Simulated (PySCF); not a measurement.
A calculated (PBE, PySCF 2.14, ANO-RCC-VTZP, the spin-free X2C one-electron Hamiltonian (Gaussian nucleus)) atom or ion has these occupied shells.

```json
{"shell": "1s α", "electrons": "1", "orbital energy (eV)": "-23001.2", "rms radius, mean of both spins (bohr)": "0.0374"}
{"shell": "1s β", "electrons": "1", "orbital energy (eV)": "-23001.2", "rms radius, mean of both spins (bohr)": "0.0374"}
{"shell": "2s α", "electrons": "1", "orbital energy (eV)": "-3337.0", "rms radius, mean of both spins (bohr)": "0.154"}
{"shell": "2s β", "electrons": "1", "orbital energy (eV)": "-3336.7", "rms radius, mean of both spins (bohr)": "0.154"}
{"shell": "2p α", "electrons": "3", "orbital energy (eV)": "-2992.3", "rms radius, mean of both spins (bohr)": "0.136"}
{"shell": "2p β", "electrons": "3", "orbital energy (eV)": "-2992.0", "rms radius, mean of both spins (bohr)": "0.136"}
{"shell": "3s α", "electrons": "1", "orbital energy (eV)": "-597.19", "rms radius, mean of both spins (bohr)": "0.418"}
{"shell": "3s β", "electrons": "1", "orbital energy (eV)": "-597.03", "rms radius, mean of both spins (bohr)": "0.418"}
{"shell": "3p α", "electrons": "3", "orbital energy (eV)": "-483.66", "rms radius, mean of both spins (bohr)": "0.421"}
{"shell": "3p β", "electrons": "3", "orbital energy (eV)": "-483.48", "rms radius, mean of both spins (bohr)": "0.421"}
{"shell": "3d α", "electrons": "5", "orbital energy (eV)": "-301.61", "rms radius, mean of both spins (bohr)": "0.405"}
{"shell": "3d β", "electrons": "5", "orbital energy (eV)": "-301.35", "rms radius, mean of both spins (bohr)": "0.405"}
{"shell": "4s α", "electrons": "1", "orbital energy (eV)": "-83.887", "rms radius, mean of both spins (bohr)": "1.04"}
{"shell": "4s β", "electrons": "1", "orbital energy (eV)": "-82.498", "rms radius, mean of both spins (bohr)": "1.04"}
{"shell": "4p α", "electrons": "3", "orbital energy (eV)": "-51.941", "rms radius, mean of both spins (bohr)": "1.16"}
{"shell": "4p β", "electrons": "3", "orbital energy (eV)": "-50.466", "rms radius, mean of both spins (bohr)": "1.16"}
{"shell": "4d α", "electrons": "5", "orbital energy (eV)": "-7.428", "rms radius, mean of both spins (bohr)": "1.76"}
{"shell": "4d β", "electrons": "3", "orbital energy (eV)": "-6.249", "rms radius, mean of both spins (bohr)": "1.76"}
{"shell": "5p α", "electrons": "1", "orbital energy (eV)": "-1.366", "rms radius, mean of both spins (bohr)": "4.10"}
```

Q: Name the element and its charge.

A: Rh (rhodium, neutral), in [Kr] 4d8 5p1, one real determinant (an excited configuration).
